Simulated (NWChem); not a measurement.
System: CuPH4; SMILES [PH3]->[CuH]

The following NWChem deck was run.

```
start job
memory heap 200 mb stack 900 mb global 1100 mb
geometry units angstroms noautoz
  Cu     0.000000     0.000000    -0.823754
  H      0.000000     0.000000    -2.345815
  P      0.000000     0.000000     1.375961
  H      1.213901     0.239521     2.101669
  H     -0.399520    -1.171029     2.101669
  H     -0.814381     0.931509     2.101669
end
basis spherical
  Cu library def2-tzvp
  H library def2-tzvp
  P library def2-tzvp
end
dft
  xc xwpbe 0.80 cpbe96 1.0 hfexch 1.00
  cam 0.2 cam_alpha 0.2 cam_beta 0.8
  iterations 150
  mulliken
end
task dft energy
```

NWChem printed, in part:

```
             Northwest Computational Chemistry Package (NWChem) 7.3.0
             --------------------------------------------------------

 C3V symmetry detected

                             Geometry "geometry" -> ""
                             -------------------------

 Output coordinates in angstroms (scale by  1.889725989 to convert to a.u.)

  No.       Tag          Charge          X              Y              Z
 ---- ---------------- ---------- -------------- -------------- --------------
    1 Cu                  29.0000    -0.00000000     0.00000000    -0.83854027
    2 H                    1.0000     0.00000000     0.00000000    -2.36060127
    3 P                   15.0000     0.00000000     0.00000000     1.36117473
    4 H                    1.0000     0.87490728     0.87490728     2.08688273
    5 H                    1.0000     0.32023829    -1.19514558     2.08688273
    6 H                    1.0000    -1.19514558     0.32023829     2.08688273

 Effective nuclear repulsion energy (a.u.)     149.0415307850

      Symmetry information
      --------------------

 Group name             C3v
 Group number             17
 Group order               6
 No. of unique centers     4

  pbe96 is a nonlocal functional; adding pw91lda local functional.

                                 NWChem DFT Module
                                 -----------------

 Summary of "ao basis" -> "ao basis" (spherical)
 ------------------------------------------------------------------------------
       Tag                 Description            Shells   Functions and Types
 ---------------- ------------------------------  ------  ---------------------
 Cu                        def2-tzvp                15       45   6s4p4d1f
 H                         def2-tzvp                 4        6   3s1p
 P                         def2-tzvp                13       37   5s5p2d1f

      Symmetry analysis of basis
      --------------------------

        a1         39
        a2          3
        e          64

  Rotation of axis

            General Information
            -------------------
          SCF calculation type: DFT
          Wavefunction type:  closed shell.
          No. of atoms     :     6
          No. of electrons :    48
           Alpha electrons :    24
            Beta electrons :    24
          Charge           :     0
          Spin multiplicity:     1
          Use of symmetry is: on ; symmetry adaption is: on
          Maximum number of iterations: 150
          AO basis - number of functions:   106
                     number of shells:    44
          Convergence on energy requested:  1.00D-06
          Convergence on density requested:  1.00D-05
          Convergence on gradient requested:  5.00D-04

              XC Information
              --------------
                     Hartree-Fock (Exact) Exchange  1.000
                     LC-wPBE(h)Exchange Functional  0.800
            Perdew 1991 LDA Correlation Functional  1.000 local
           PerdewBurkeErnz. Correlation Functional  1.000 non-local

           Range-Separation Parameters
           ---------------------------
           Alpha           :  0.20
           Beta            :  0.80
           Gamma           :  0.20
           Short-Range HF  :     F

             Grid Information
             ----------------
          Grid used for XC integration:  medium
          Radial quadrature: Mura-Knowles
          Angular quadrature: Lebedev.
          Tag              B.-S. Rad. Rad. Pts. Rad. Cut. Ang. Pts.
          ---              ---------- --------- --------- ---------
          Cu                  1.35      112          10.0       590
          H                   0.35       45          12.0       434
          P                   1.00       88          11.0       590
          Grid pruning is: on
          Number of quadrature shells:   290
          Spatial weights used:  Erf1

      Superposition of Atomic Density Guess
      -------------------------------------

 Sum of atomic energies:       -1981.56830613

      Non-variational initial energy
      ------------------------------

 Total energy =   -1981.787884
 1-e energy   =   -3053.446076
 2-e energy   =     922.616661
 HOMO         =      -0.348112
 LUMO         =       0.022655

      Symmetry analysis of molecular orbitals - initial
      -------------------------------------------------

  Numbering of irreducible representations:

     1 a1          2 a2          3 e

  Orbital symmetries:

     1 a1          2 a1          3 a1          4 a1          5 e
     6 e           7 a1          8 a1          9 e          10 e
    11 a1         12 a1         13 e          14 e          15 a1
    16 a1         17 e          18 e          19 e          20 e
    21 a1         22 e          23 e          24 a1         25 a1
    26 e          27 e          28 a1         29 a1         30 e
    31 e          32 e          33 e          34 a1

     ---------------------------------------------
      Total Density - Mulliken Population Analysis
     ---------------------------------------------

    Atom       Charge   Shell Charges
 -----------   ------   -------------------------------------------------------
    1 Cu  29    29.56   2.00  2.00  1.23  0.75  1.06  0.28  5.99  4.84  1.18  0.24  5.81  3.25  0.89  0.04  0.00
    2 H    1     1.02   0.21  0.57  0.23  0.01
    3 P   15    14.86   2.01  0.53  1.44  0.95  0.58  4.17  1.70  0.68  1.83  0.87  0.04  0.05  0.01
    4 H    1     0.85   0.20  0.46  0.18  0.01
    5 H    1     0.85   0.20  0.46  0.18  0.01
    6 H    1     0.85   0.20  0.46  0.18  0.01

   convergence    iter        energy       DeltaE   RMS-Dens  Diis-err
 ---------------- ----- ----------------- --------- --------- ---------
 d= 0,ls=0.0,diis     1  -1983.6912647905 -2.13D+03  4.85D-02  3.05D+00
 d= 0,ls=0.0,diis     2  -1976.2485947627  7.44D+00  4.52D-02  1.50D+02
 d= 0,ls=0.0,diis     3  -1983.8908996660 -7.64D+00  1.36D-03  7.03D-01
 d= 0,ls=0.0,diis     4  -1983.9094406753 -1.85D-02  1.54D-03  1.05D-01
 d= 0,ls=0.0,diis     5  -1983.9152729047 -5.83D-03  2.05D-04  8.21D-04
  Resetting Diis
 d= 0,ls=0.0,diis     6  -1983.9153521655 -7.93D-05  9.26D-05  1.36D-05
 d= 0,ls=0.0,diis     7  -1983.9153569392 -4.77D-06  2.52D-05  2.36D-06
 d= 0,ls=0.0,diis     8  -1983.9153572893 -3.50D-07  6.35D-06  4.57D-06

         Total DFT energy =    -1983.915357289263
      One electron energy =    -3058.448633303169
           Coulomb energy =     1016.991031976412
    Exchange-Corr. energy =      -91.499286747498
 Nuclear repulsion energy =      149.041530784991

 Numeric. integr. density =       48.000005595464

                  Occupations of the irreducible representations
                  ----------------------------------------------

                     irrep           alpha         beta
                     --------     --------     --------
                     a1               12.0         12.0
                     a2                0.0          0.0
                     e                12.0         12.0

                       DFT Final Molecular Orbital Analysis
                       ------------------------------------

 Vector   22  Occ=2.000000D+00  E=-3.563814D-01  Symmetry=e
              MO Center=  1.1D-03, -4.9D-04, -8.4D-01, r^2= 4.0D-01
   Bfn.  Coefficient  Atom+Function         Bfn.  Coefficient  Atom+Function
  ----- ------------  ---------------      ----- ------------  ---------------
    23      0.539645  1 Cu d  2              19     -0.369887  1 Cu d -2
    28      0.310480  1 Cu d  2              24     -0.212811  1 Cu d -2
    33      0.188658  1 Cu d  2              29     -0.129311  1 Cu d -2
    38      0.032565  1 Cu d  2

 Vector   23  Occ=2.000000D+00  E=-3.563814D-01  Symmetry=e
              MO Center= -1.1D-03,  4.9D-04, -8.4D-01, r^2= 4.0D-01
   Bfn.  Coefficient  Atom+Function         Bfn.  Coefficient  Atom+Function
  ----- ------------  ---------------      ----- ------------  ---------------
    19      0.539645  1 Cu d -2              23      0.369887  1 Cu d  2
    24      0.310480  1 Cu d -2              28      0.212811  1 Cu d  2
    29      0.188658  1 Cu d -2              33      0.129311  1 Cu d  2
    34      0.032565  1 Cu d -2

 Vector   24  Occ=2.000000D+00  E=-2.964068D-01  Symmetry=a1
              MO Center=  6.1D-16, -5.4D-16, -1.6D+00, r^2= 1.9D+00
   Bfn.  Coefficient  Atom+Function         Bfn.  Coefficient  Atom+Function
  ----- ------------  ---------------      ----- ------------  ---------------
     5      0.512682  1 Cu s                 21     -0.306907  1 Cu d  0
     6      0.272582  1 Cu s                 47      0.236061  2 H  s
    56     -0.203255  3 P  s                 26     -0.175618  1 Cu d  0
     3     -0.136870  1 Cu s                  4     -0.136506  1 Cu s
    46      0.130820  2 H  s                 71      0.107587  3 P  pz

 Vector   25  Occ=0.000000D+00  E= 3.526657D-02  Symmetry=e
              MO Center=  1.1D-02,  1.2D-02,  9.9D-01, r^2= 4.0D+00
   Bfn.  Coefficient  Atom+Function         Bfn.  Coefficient  Atom+Function
  ----- ------------  ---------------      ----- ------------  ---------------
    97      0.874316  5 H  s                103     -0.857157  6 H  s
    70      0.802571  3 P  py                69     -0.775484  3 P  px
    96      0.163535  5 H  s                102     -0.160325  6 H  s
    17      0.148705  1 Cu py                16     -0.143686  1 Cu px
    67      0.139694  3 P  py                66     -0.134979  3 P  px

 Vector   26  Occ=0.000000D+00  E= 3.526657D-02  Symmetry=e
              MO Center= -1.1D-02, -1.2D-02,  9.9D-01, r^2= 4.0D+00
   Bfn.  Coefficient  Atom+Function         Bfn.  Coefficient  Atom+Function
  ----- ------------  ---------------      ----- ------------  ---------------
    91      0.999666  4 H  s                 69     -0.802571  3 P  px
    70     -0.775484  3 P  py               103     -0.514693  6 H  s
    97     -0.484973  5 H  s                 90      0.186981  4 H  s
    16     -0.148705  1 Cu px                17     -0.143686  1 Cu py
    66     -0.139694  3 P  px                67     -0.134979  3 P  py

 Vector   27  Occ=0.000000D+00  E= 5.557474D-02  Symmetry=a1
              MO Center= -7.3D-15, -5.2D-15,  1.1D+00, r^2= 8.0D+00
   Bfn.  Coefficient  Atom+Function         Bfn.  Coefficient  Atom+Function
  ----- ------------  ---------------      ----- ------------  ---------------
    56      1.867061  3 P  s                  6     -1.335633  1 Cu s
    48      1.007816  2 H  s                 91     -0.614975  4 H  s
    97     -0.614975  5 H  s                103     -0.614975  6 H  s
    36     -0.385718  1 Cu d  0              55      0.248426  3 P  s
    54     -0.215497  3 P  s                 71      0.186216  3 P  pz

     ---------------------------------------------
      Total Density - Mulliken Population Analysis
     ---------------------------------------------

    Atom       Charge   Shell Charges
 -----------   ------   -------------------------------------------------------
    1 Cu  29    29.39   2.00  2.00  1.23  0.76  0.93  0.38  5.99  4.83  1.18  0.27  5.41  3.00  1.28  0.13  0.00
    2 H    1     0.95   0.22  0.52  0.20  0.01
    3 P   15    15.01   2.01  0.52  1.44  1.02  0.58  4.18  1.66  0.75  1.97  0.66  0.07  0.14  0.01
    4 H    1     0.88   0.24  0.49  0.14  0.01
    5 H    1     0.88   0.24  0.49  0.14  0.01
    6 H    1     0.88   0.24  0.49  0.14  0.01

     -------------------------------------------
      Total Density - Lowdin Population Analysis
     -------------------------------------------

    Atom       Charge   Shell Charges
 -----------   ------   -------------------------------------------------------
    1 Cu  29    29.23   2.00  2.00  1.13  0.85  0.52  0.33  5.94  4.35  1.67  0.51  5.15  3.24  1.25  0.29  0.00
    2 H    1     1.23   0.23  0.50  0.48  0.02
    3 P   15    14.66   1.99  0.84  1.11  0.69  0.46  3.90  1.87  0.87  1.58  0.99  0.06  0.26  0.04
    4 H    1     0.96   0.24  0.45  0.24  0.04
    5 H    1     0.96   0.24  0.45  0.24  0.04
    6 H    1     0.96   0.24  0.45  0.24  0.04

     Multipole analysis of the density
     ---------------------------------

     L   x y z        total         alpha         beta         nuclear
     -   - - -        -----         -----         ----         -------
     0   0 0 0     -0.000000    -24.000000    -24.000000     48.000000

     1   1 0 0     -0.000000     -0.000000     -0.000000      0.000000
     1   0 1 0     -0.000000      0.000000      0.000000     -0.000000
     1   0 0 1      2.255006      1.127503      1.127503     -0.000000

     2   2 0 0    -21.363555    -14.782053    -14.782053      8.200550
     2   1 1 0      0.000000      0.000000      0.000000     -0.000000
     2   1 0 1     -0.000000     -0.000000     -0.000000      0.000000
     2   0 2 0    -21.363555    -14.782053    -14.782053      8.200550
     2   0 1 1     -0.000000     -0.000000     -0.000000     -0.000000
     2   0 0 2    -25.470364   -132.046173   -132.046173    238.621983
```

Level: LRC-wPBEh/def2-TZVP. Geometry: optimised at PBE-D3(BJ)/def2-SVP.
